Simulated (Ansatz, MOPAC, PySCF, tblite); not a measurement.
Breaking a bond: SLi (cation, charge +1), lowest triplet found (which spin is the ground state isn't settled by this scan).

Levels: UKS-B3LYP/6-31G* = unrestricted B3LYP/6-31G*, spherical d in PySCF; UCCSDT(Q) = CCSDT(Q) on UHF/aug-cc-pVDZ, frozen core (Ansatz, a first-principles code); UKS-B3LYP/3-21G = PySCF with unrestricted B3LYP/3-21G; GFN2-xTB, 300 K electronic temperature (tblite); PM7, unrestricted, heats of formation (MOPAC).

Energies are in kcal/mol, each relative to the lowest point of its own curve between 2.12 and 3.12 Å, where full CI is lowest.

| R / Å | UKS-B3LYP/6-31G* | UCCSDT(Q) | UKS-B3LYP/3-21G | GFN2-xTB | PM7 |
|---|---|---|---|---|---|
| 1.66 | 69.6 | 73.5 | 80.0 | 51.0 | 20.6 |
| 1.81 | 37.1 | 39.7 | 44.3 | 24.1 | 11.0 |
| 1.93 | 21.3 | 23.2 | 26.4 | 12.4 | 6.0 |
| 2.03 | 12.7 | 14.1 | 16.4 | 6.7 | 3.2 |
| 2.12 | 7.4 | 8.5 | 10.1 | 3.6 | 1.6 |
| 2.20 | 4.3 | 5.1 | 6.2 | 1.9 | 0.7 |
| 2.27 | 2.4 | 3.0 | 3.7 | 0.9 | 0.2 |
| 2.35 | 1.0 | 1.4 | 1.8 | 0.3 | 0.0 |
| 2.40 | 0.5 | 0.7 | 1.0 | 0.1 | 0.0 |
| 2.51 | 0.0 | 0.0 | 0.1 | 0.0 | 0.3 |
| 2.61 | 0.2 | 0.0 | 0.0 | 0.2 | 0.8 |
| 2.76 | 1.1 | 0.7 | 0.7 | 0.6 | 1.8 |
| 2.95 | 2.9 | 2.3 | 2.4 | 1.3 | 3.3 |
| 3.12 | 4.7 | 4.0 | 4.2 | 2.1 | 4.6 |
| 3.39 | 7.5 | 6.7 | 7.1 | 3.7 | 6.6 |
| 3.70 | 10.3 | 9.3 | 10.0 | 5.6 | 8.3 |
| 4.14 | 13.2 | 12.0 | 13.2 | 8.0 | 10.1 |
| 4.61 | 15.2 | 13.9 | 15.3 | 9.9 | 11.2 |
| 5.13 | 16.6 | 15.2 | 16.8 | — | 11.9 |
| 5.77 | 17.5 | 16.1 | 17.9 | — | 12.3 |
| 6.69 | 18.2 | 16.8 | 18.8 | — | 12.5 |
| 7.92 | 18.7 | 17.2 | 19.3 | — | — |

At the longest distance, 7.92 Å, UKS-B3LYP/3-21G lies highest above its minimum (19.3 kcal/mol) and UCCSDT(Q) lowest (17.2 kcal/mol).

A dash means that the run gave no value there, or that the column was ended at a point which the program doubted or which failed a test of continuity chosen for this set; such a test can also cut sound points.
